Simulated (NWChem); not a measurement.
The numbers come from NWChem runs, not from measurements. System: F3OTa, charge 0, spin multiplicity 1, at a geometry optimised with PBE0/def2-SVP with def2 effective core potentials on Ta. The structure started from a generated list of species. Level: MP2/def2-TZVP with def2 effective core potentials on Ta, 4 core orbitals frozen.

Job file:

```
start mol
memory heap 200 mb stack 900 mb global 1100 mb
geometry units angstroms nocenter noautoz
  Ta    -0.002866     0.008342     0.000000
  O     -0.556800     1.622357     0.000000
  F      1.021167    -0.212061     1.553671
  F      1.021167    -0.212061    -1.553671
  F     -1.524155    -1.085639     0.000000
  symmetry group Cs
end
basis spherical
  * library def2-tzvp
end
ecp
  Ta library def2-ecp
end
scf
  rhf
  nopen 0
  maxiter 100
  thresh 1e-7
  semidirect memsize 60000000 filesize 0
end
mp2
  freeze core 4
end
task mp2 energy
```

NWChem printed:

```
             Northwest Computational Chemistry Package (NWChem) 7.3.0
             --------------------------------------------------------

                                NWChem Input Module
                                -------------------

 Scaling coordinates for geometry "geometry" by  1.889725989
 (inverse scale =  0.529177249)

 Turning off AUTOSYM since
 SYMMETRY directive was detected!

                             Geometry "geometry" -> ""
                             -------------------------

 Output coordinates in angstroms (scale by  1.889725989 to convert to a.u.)

  No.       Tag          Charge          X              Y              Z
 ---- ---------------- ---------- -------------- -------------- --------------
    1 Ta                  73.0000    -0.00286600     0.00834200     0.00000000
    2 O                    8.0000    -0.55680000     1.62235700     0.00000000
    3 F                    9.0000     1.02116700    -0.21206100     1.55367100
    4 F                    9.0000     1.02116700    -0.21206100    -1.55367100
    5 F                    9.0000    -1.52415500    -1.08563900     0.00000000

 Effective nuclear repulsion energy (a.u.)     818.8634849309

            Nuclear Dipole moment (a.u.)
            ----------------------------
        X                 Y               Z
 ---------------- ---------------- ----------------
    -0.0000132281    -0.0000510226     0.0000000000

      Symmetry information
      --------------------

 Group name             Cs
 Group number              2
 Group order               2
 No. of unique centers     4

      Symmetry unique atoms

     1    2    3    5


 Summary of "ao basis" -> "" (spherical)
 ------------------------------------------------------------------------------
       Tag                 Description            Shells   Functions and Types
 ---------------- ------------------------------  ------  ---------------------
 *                         def2-tzvp                  on all atoms

 Summary of "ao basis" -> "ao basis" (spherical)
 ------------------------------------------------------------------------------
       Tag                 Description            Shells   Functions and Types
 ---------------- ------------------------------  ------  ---------------------
 Ta                        def2-tzvp                14       40   6s4p3d1f
 O                         def2-tzvp                11       31   5s3p2d1f
 F                         def2-tzvp                11       31   5s3p2d1f

                                 NWChem SCF Module
                                 -----------------

  ao basis        = "ao basis"
  functions       =   164
  atoms           =     5
  closed shells   =    24
  open shells     =     0
  charge          =   0.00
  wavefunction    = RHF
  use symmetry    = T
  symmetry adapt  = T

 Summary of "ao basis" -> "ao basis" (spherical)
 ------------------------------------------------------------------------------
       Tag                 Description            Shells   Functions and Types
 ---------------- ------------------------------  ------  ---------------------
 Ta                        def2-tzvp                14       40   6s4p3d1f
 O                         def2-tzvp                11       31   5s3p2d1f
 F                         def2-tzvp                11       31   5s3p2d1f

      Symmetry analysis of basis
      --------------------------

        a'        100
        a"         64

 Forming initial guess at       0.2s

      Superposition of Atomic Density Guess
      -------------------------------------

 Sum of atomic energies:        -434.95241614

      Non-variational initial energy
      ------------------------------

 Total energy =    -429.027301
 1-e energy   =   -1037.587342
 2-e energy   =     396.051422
 HOMO         =      -0.499929
 LUMO         =      -0.043610

      Symmetry analysis of molecular orbitals - initial
      -------------------------------------------------

  Numbering of irreducible representations:

     1 a'          2 a"

  Orbital symmetries:

     1 a'          2 a"          3 a'          4 a'          5 a'
     6 a'          7 a'          8 a"          9 a'         10 a"
    11 a'         12 a'         13 a'         14 a'         15 a"
    16 a'         17 a"         18 a'         19 a"         20 a"
    21 a'         22 a"         23 a'         24 a'         25 a'
    26 a'         27 a"         28 a'         29 a"         30 a'
    31 a'         32 a"         33 a'         34 a'

 Starting SCF solution at       3.8s

 ----------------------------------------------
         Quadratically convergent ROHF

 Convergence threshold     :          1.000E-07
 Maximum no. of iterations :          100
 Final Fock-matrix accuracy:          1.000E-09
 ----------------------------------------------

              iter       energy          gnorm     gmax       time
             ----- ------------------- --------- --------- --------
                 1     -429.6710367621  2.61D+00  5.10D-01      4.1
                 2     -429.9889862149  5.96D-01  1.43D-01      4.4
                 3     -430.0079556763  2.72D-01  5.11D-02      4.6
                 4     -430.0113266036  2.13D-02  5.75D-03      5.3
                 5     -430.0113962036  3.41D-04  1.37D-04      6.5
                 6     -430.0113962270  7.62D-08  2.45D-08      8.6

       Final RHF  results
       ------------------

         Total SCF energy =   -430.011396227011
      One-electron energy =  -1039.952443528094
      Two-electron energy =    397.432428163974
 Nuclear repulsion energy =    212.508619137109

        Time for solution =      4.8s

       Symmetry analysis of molecular orbitals - final
       -----------------------------------------------

  Numbering of irreducible representations:

     1 a'          2 a"

  Orbital symmetries:

     1 a'          2 a"          3 a'          4 a'          5 a'
     6 a'          7 a'          8 a"          9 a'         10 a"
    11 a'         12 a'         13 a"         14 a'         15 a'
    16 a'         17 a"         18 a'         19 a'         20 a"
    21 a"         22 a'         23 a'         24 a"         25 a'
    26 a"         27 a'         28 a'         29 a"         30 a'
    31 a'         32 a"         33 a'         34 a'

             Final eigenvalues
             -----------------

              1
    1  -26.3244
    2  -26.3244
    3  -26.3244
    4  -20.5818
    5   -3.3253
    6   -1.9302
    7   -1.9221
    8   -1.9221
    9   -1.5986
   10   -1.5685
   11   -1.5685
   12   -1.2369
   13   -0.7281
   14   -0.7281
   15   -0.7280
   16   -0.7072
   17   -0.7072
   18   -0.6929
   19   -0.6756
   20   -0.6756
   21   -0.6727
   22   -0.5531
   23   -0.5241
   24   -0.5241
   25    0.0476
   26    0.0795
   27    0.0795
   28    0.1052
   29    0.1397
   30    0.1397
   31    0.1870
   32    0.1870
   33    0.2100
   34    0.2830

                       ROHF Final Molecular Orbital Analysis
                       -------------------------------------

 Vector   22  Occ=2.000000D+00  E=-5.531265D-01  Symmetry=a'
              MO Center= -4.6D-01,  1.3D+00,  1.1D-14, r^2= 1.5D+00
   Bfn.  Coefficient  Atom+Function         Bfn.  Coefficient  Atom+Function
  ----- ------------  ---------------      ----- ------------  ---------------
    47      0.385813  2 O  py                50      0.359124  2 O  py
     3      0.194331  1 Ta s                  5     -0.179187  1 Ta s
    53      0.176982  2 O  py                23      0.168149  1 Ta d  2

 Vector   23  Occ=2.000000D+00  E=-5.240943D-01  Symmetry=a'
              MO Center= -4.9D-01,  1.3D+00,  4.0D-10, r^2= 1.4D+00
   Bfn.  Coefficient  Atom+Function         Bfn.  Coefficient  Atom+Function
  ----- ------------  ---------------      ----- ------------  ---------------
    46      0.374054  2 O  px                49      0.351113  2 O  px
    52      0.229277  2 O  px

 Vector   24  Occ=2.000000D+00  E=-5.240942D-01  Symmetry=a"
              MO Center= -4.0D-01,  1.3D+00, -4.7D-10, r^2= 1.4D+00
   Bfn.  Coefficient  Atom+Function         Bfn.  Coefficient  Atom+Function
  ----- ------------  ---------------      ----- ------------  ---------------
    48      0.395469  2 O  pz                51      0.371215  2 O  pz
    54      0.242404  2 O  pz                20      0.157633  1 Ta d -1

 Vector   25  Occ=0.000000D+00  E= 4.761487D-02  Symmetry=a'
              MO Center=  2.3D-01, -6.6D-01,  8.0D-15, r^2= 7.5D+00
   Bfn.  Coefficient  Atom+Function         Bfn.  Coefficient  Atom+Function
  ----- ------------  ---------------      ----- ------------  ---------------
     6      1.591818  1 Ta s                  5     -0.612554  1 Ta s
    17     -0.304941  1 Ta py                76     -0.200852  3 F  s
   107     -0.200852  4 F  s                138     -0.200855  5 F  s
     3     -0.158422  1 Ta s

 Vector   26  Occ=0.000000D+00  E= 7.952386D-02  Symmetry=a"
              MO Center= -2.3D-01, -1.6D-01,  2.1D-08, r^2= 2.3D+00
   Bfn.  Coefficient  Atom+Function         Bfn.  Coefficient  Atom+Function
  ----- ------------  ---------------      ----- ------------  ---------------
    18      0.430477  1 Ta pz                20     -0.401183  1 Ta d -1
    25     -0.354487  1 Ta d -1              22      0.315120  1 Ta d  1
    27      0.252634  1 Ta d  1             147     -0.204895  5 F  pz
    32      0.199462  1 Ta d  1              30     -0.173337  1 Ta d -1

 Vector   27  Occ=0.000000D+00  E= 7.952428D-02  Symmetry=a'
              MO Center=  2.8D-01,  1.2D-02, -2.1D-08, r^2= 2.3D+00
   Bfn.  Coefficient  Atom+Function         Bfn.  Coefficient  Atom+Function
  ----- ------------  ---------------      ----- ------------  ---------------
    16      0.407152  1 Ta px                21     -0.370919  1 Ta d  0
    23      0.339205  1 Ta d  2              26     -0.306605  1 Ta d  0
    28      0.295238  1 Ta d  2              31     -0.212126  1 Ta d  0
    83     -0.170026  3 F  px               114     -0.170026  4 F  px
    33      0.157554  1 Ta d  2

 center of mass
 --------------
 x =   0.00312557 y =  -0.00910952 z =   0.00000000

 moments of inertia (a.u.)
 ------------------
         563.966242206274         -31.272380047543           0.000000000000
         -31.272380047543         644.350165320302           0.000000000000
           0.000000000000           0.000000000000         553.238717191029

  Mulliken analysis of the total density
  --------------------------------------

    Atom       Charge   Shell Charges
 -----------   ------   -------------------------------------------------------
    1 Ta  13    10.83  -0.03 -0.35  1.47  0.94  0.22 -0.02  2.35  3.08  0.75  0.09  0.93  1.06  0.09  0.25
    2 O    8     8.67   0.79  1.18  0.58  0.98  0.38  1.78  2.02  0.92  0.00  0.03  0.00
    3 F    9     9.50   0.77  1.20  0.59  1.01  0.38  2.23  2.30  1.01  0.00  0.01  0.00
    4 F    9     9.50   0.77  1.20  0.59  1.01  0.38  2.23  2.30  1.01  0.00  0.01  0.00
    5 F    9     9.50   0.77  1.20  0.59  1.01  0.38  2.23  2.30  1.01  0.00  0.01  0.00

       Multipole analysis of the density wrt the origin
       ------------------------------------------------

     L   x y z        total         open         nuclear
     -   - - -        -----         ----         -------
     0   0 0 0     -0.000000      0.000000     48.000000

     1   1 0 0      0.300711      0.000000      0.324944
     1   0 1 0     -0.876278      0.000000     -0.945897
     1   0 0 1      0.000000      0.000000      0.000000

     2   2 0 0    -34.640177      0.000000    150.548321
     2   1 1 0      0.259065      0.000000     13.453294
     2   1 0 1     -0.000000      0.000000      0.000000
     2   0 2 0    -35.306140      0.000000    115.967487
     2   0 1 1      0.000000      0.000000      0.000000
     2   0 0 2    -34.551115      0.000000    155.163046

                   NWChem MP2 Semi-direct Energy/Gradient Module
                   ---------------------------------------------

  Basis functions       =    164
  Molecular orbitals    =    164
  Frozen core           =      4
  Frozen virtuals       =      0
  Active alpha occupied =     20
  Active beta occupied  =     20
  Active alpha virtual  =    140
  Active beta virtual   =    140
  Use MO symmetry       = T
  Use skeleton AO sym   = T

  AO/Fock/Back tols     =   1.0D-09  1.0D-09  1.0D-09

 GA uses MA = F    GA memory limited = T

 Available:
  local mem=  1.26D+08
 global mem=  1.44D+08
 local disk=  0.00D+00
  mp2_memr nvloc                   140
  nvloc new                   140
   1 passes of  20:        5242880                     194811                 113448249.
   1 passes of  20: M    126140024           G      144125408           F     120897144.

 Semi-direct pass number   1 of   1  for RHF alpha+beta  at        8.7s
  vrange nnbf                 11912
  mp2_eaftype                   432  avail_ma_in_mb                  1099
 EAF : mp2_eaftype filesize         432   56724124.
  mp2_eaf for mointskh                    432
Node 0 wrote    266.8 Mb in      0.1 s     Agg I/O rate:  2484.5 Mb/s
 Done moints_semi at       18.5s
  mp2_eaftype                   432  avail_ma_in_mb                   667
 EAF : mp2_eaftype filesize         432   56724124.
  mp2_eaf for kh                   432
 Done maket at       19.4s
 Done multipass loop at       19.4s

          -------------------------------------------
          SCF energy                -430.011396227011
          Correlation energy          -1.352921620082
          Singlet pairs               -0.779286187613
          Triplet pairs               -0.573635432468
          Total MP2 energy          -431.364317847093
          -------------------------------------------

          ---------------------------------------------------
                    Spin Component Scaled (SCS) MP2
          Same spin pairs                     -0.382423621646
          Same spin scaling factor             0.333333333333
          Opposite spin pairs                 -0.970497998436
          Opposite spin scaling fact.          1.200000000000
          SCS-MP2 correlation energy          -1.292072138672
          Total SCS-MP2 energy              -431.303468365683
          ---------------------------------------------------

 -----------------------
 Performance information
 -----------------------

 Timer overhead =  1.56D-07 seconds/call

               Nr. of calls         CPU time (s)                 Wall time (s)                GFlops
             ---------------    -------------------     ------------------------------   -------------------
Name         Min   Avg   Max    Min     Avg     Max     Min     Avg     Max   Mx/calls   Min     Max     Sum
mp2: moin     1     1     1    9.8     9.8     9.8      9.8     9.8     9.8     9.8      0.0     0.0     0.0
mp2: make     1     1     1   0.94    0.94    0.94     0.94    0.94    0.94    0.94      0.0     0.0     0.0
mp2: tota     1     1     1    11.     11.     11.      11.     11.     11.     11.      0.0     0.0     0.0

 The average no. of pstat calls per process was 3.00D+00
 with a timing overhead of 4.69D-07s

 Task  times  cpu:       19.4s     wall:       19.4s

 Total times  cpu:       19.4s     wall:       19.4s
```
